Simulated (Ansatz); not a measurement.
Job for Ansatz (a program for electronic structure): U-CCSD(T)/cc-pV(D+d)Z on H3NSi (SMILES N[SiH]), a point of a bond scan (R = 1.211 Å). Files ending in .json are basis or fitting sets from the Basis Set Exchange.

Ansatz 0.2 input:
```yaml
crystal:
  periodic: [false, false, false]
  atoms:
    - {symbol: Si, position_ang: [-0.24474767, 0.39103857, 0.50999719]}
    - {symbol: H, position_ang: [-0.58600086, 1.47385990, -0.51531157]}
    - {symbol: N, position_ang: [0.39778231, -0.68955254, -0.65444502]}
    - {symbol: H, position_ang: [0.47620818, -0.49616109, -1.84723218]}
    - {symbol: H, position_ang: [0.76485489, -1.59313906, -0.39509969]}
basis:
  gaussian:
    orbitals: cc-pV_D+d_Z.json
correlation: {method: ccsd_t, electrons: outside_noble_gas}
scf: {omitted_lower_state_checks: [cluster_reference]}
magnetization: {spin_polarized: true, initial_magnetization: 0}
```

The head of its log:

```
WARN ansatz: RAYON_NUM_THREADS=1 ignored (pool sized by the plan → 1); use --threads N
Functional definition: HF
these checks for a lower state are left out or cut short: cluster_reference
integrals: 0.03 GiB planned
525 factors; integrals over basis functions are off by at most 1.4e-3 eV
mean field: 0.11 GiB planned
mean field evaluation 1: about -9388.6664 eV, gradient 1.8e1 eV
mean field evaluation 2: about -9388.6922 eV, gradient 1.8e1 eV
mean field evaluation 4: about -9390.3191 eV, gradient 1.6e0 eV
mean field evaluation 8: about -9390.3437 eV, gradient 7.7e-4 eV
mean field evaluation 16: about -9390.3350 eV, gradient 2.1e-1 eV
mean field -9390.34371048 eV, -345.0887663566 hartree, gradient 3.3e-6 eV, S^2 0.000000; 2 other end points of the search recorded, 0 dependent functions left out
6 core orbitals not correlated
reference -9390.34371048 eV, -345.0887663566 hartree; 6, 6 occupied and 40, 40 virtual orbitals, 525 factors
```

Q: Predict the final total energy.

A: -345.3952 hartree (reference determinant -345.0888, T1 diagnostic 0.019).
